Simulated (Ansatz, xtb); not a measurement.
H5OSi3: 10 structures ranked

10 gas-phase structures of H5OSi3, found in a search over its isomers (lower ones may exist). Each was relaxed with GFN2-xTB; where two conformers were screened, the lower at r2SCAN-D4/def2-SVP is listed:

A. `[SiH2]O[Si][SiH3]`, a doublet
B. `O=[Si][SiH2][SiH3]`, a doublet
C. a doublet given by its coordinates
D. `[SiH]O[SiH2][SiH2]`, a doublet
E. `O=[SiH][SiH][SiH3]`, a doublet
F. `O1[SiH2][SiH][SiH2]1`, a doublet
G. `O=[Si]([SiH2])[SiH3]`, a doublet
H. a doublet given by its coordinates
I. `O1[SiH][SiH2][SiH2]1`, a doublet
J. `[SiH]O[SiH][SiH3]`, a doublet

C (Å):

```yaml
atoms:
  - { symbol: O, position_ang: [-0.3564, -0.6160, -0.2716] }
  - { symbol: Si, position_ang: [-0.3822, 2.5748, -0.5289] }
  - { symbol: Si, position_ang: [-0.3243, 0.5552, -1.4440] }
  - { symbol: Si, position_ang: [-0.4149, -1.3890, 1.1362] }
  - { symbol: H, position_ang: [0.4411, -2.5623, 0.9805] }
  - { symbol: H, position_ang: [-0.3175, 3.5264, -1.6635] }
  - { symbol: H, position_ang: [0.0848, -0.4867, 2.1778] }
  - { symbol: H, position_ang: [-0.4453, 3.5417, 0.5991] }
  - { symbol: H, position_ang: [-1.8171, -1.7360, 1.3661] }
```

Close contacts (Å): O1–Si3 1.66, O1–Si4 1.61, Si2–Si3 2.22, Si2–H6 1.48, Si2–H8 1.49, Si4–H5 1.46, Si4–H7 1.47, Si4–H9 1.46.

H (Å):

```xyz
9

O     0.5758   -0.7479    1.1211
Si    2.0540   -1.1298    0.6443
Si   -1.2524    1.3701   -0.3070
Si   -0.9564   -0.1699    1.2401
H     2.4264   -0.2429   -0.4574
H     2.0017   -2.5269    0.2138
H     2.9130   -0.9400    1.8118
H    -2.7008    1.7288   -0.0360
H    -1.3139   -1.0438    2.3841
```

Close contacts (Å): O1–Si2 1.60, O1–Si4 1.64, Si3–Si4 2.20, Si2–H5 1.46, Si2–H6 1.46, Si2–H7 1.46, Si3–H8 1.52, Si4–H9 1.48.

Problem. Make a reasoned guess at their ranking by r2SCAN-D4/def2-SVP single-point energy.

Solution. Calculated order at r2SCAN-D4/def2-SVP: F (0.0), I (0.5), C (19.7), H (20.1), D (27.1), J (27.5), B (29.9), E (32.6), A (33.0), G (36.4) kcal/mol. Less than 1 kcal/mol parts F and I; C and H; D and J; E and A, so the order within those pairs means little.

Energies above the lowest of each column, in kcal/mol; the last columns are at PBE0-D3(BJ)/def2-SVP geometries and were run for some of them only (a dash: not run or not comparable):

```json
{"structure": "F", "GFN2-xTB": "12.5", "HF/STO-3G": "3.2", "r2SCAN-D4/def2-SVP": "0.0", "PBE0-D3(BJ)/def2-SVP": "0.0", "CCSD(T)/def2-SVP": "0.0"}
{"structure": "I", "GFN2-xTB": "19.3", "HF/STO-3G": "0.0", "r2SCAN-D4/def2-SVP": "0.5", "PBE0-D3(BJ)/def2-SVP": "2.9", "CCSD(T)/def2-SVP": "3.8"}
{"structure": "C", "GFN2-xTB": "0.0", "HF/STO-3G": "32.6", "r2SCAN-D4/def2-SVP": "19.7", "PBE0-D3(BJ)/def2-SVP": "21.2", "CCSD(T)/def2-SVP": "16.2"}
{"structure": "H", "GFN2-xTB": "0.3", "HF/STO-3G": "49.9", "r2SCAN-D4/def2-SVP": "20.1", "PBE0-D3(BJ)/def2-SVP": "–", "CCSD(T)/def2-SVP": "–"}
{"structure": "D", "GFN2-xTB": "24.6", "HF/STO-3G": "22.1", "r2SCAN-D4/def2-SVP": "27.1", "PBE0-D3(BJ)/def2-SVP": "–", "CCSD(T)/def2-SVP": "–"}
{"structure": "J", "GFN2-xTB": "25.2", "HF/STO-3G": "19.3", "r2SCAN-D4/def2-SVP": "27.5", "PBE0-D3(BJ)/def2-SVP": "–", "CCSD(T)/def2-SVP": "–"}
{"structure": "B", "GFN2-xTB": "23.8", "HF/STO-3G": "20.5", "r2SCAN-D4/def2-SVP": "29.9", "PBE0-D3(BJ)/def2-SVP": "–", "CCSD(T)/def2-SVP": "–"}
{"structure": "E", "GFN2-xTB": "22.4", "HF/STO-3G": "34.1", "r2SCAN-D4/def2-SVP": "32.6", "PBE0-D3(BJ)/def2-SVP": "–", "CCSD(T)/def2-SVP": "–"}
{"structure": "A", "GFN2-xTB": "23.5", "HF/STO-3G": "28.0", "r2SCAN-D4/def2-SVP": "33.0", "PBE0-D3(BJ)/def2-SVP": "–", "CCSD(T)/def2-SVP": "–"}
{"structure": "G", "GFN2-xTB": "23.9", "HF/STO-3G": "37.9", "r2SCAN-D4/def2-SVP": "36.4", "PBE0-D3(BJ)/def2-SVP": "–", "CCSD(T)/def2-SVP": "–"}
```

CCSD(T)/def2-SVP puts F lowest of those it was run on; GFN2-xTB picks C, HF/STO-3G picks I. Flexible structures stand in one conformer each, not always the lowest. Frequencies (PBE0-D3(BJ)/def2-SVP) were run for C, F, I alone. Open shells are spin-unrestricted, some with notable spin contamination.

Over these structures GFN2-xTB departs from r2SCAN-D4/def2-SVP by 9.4 kcal/mol on average once a common shift is removed. A GFN2-xTB relaxation took about 0.15 s and the r2SCAN-D4/def2-SVP energy about 1.6 s on a shared host (Ansatz 0.2.0, xtb 6.7.1).
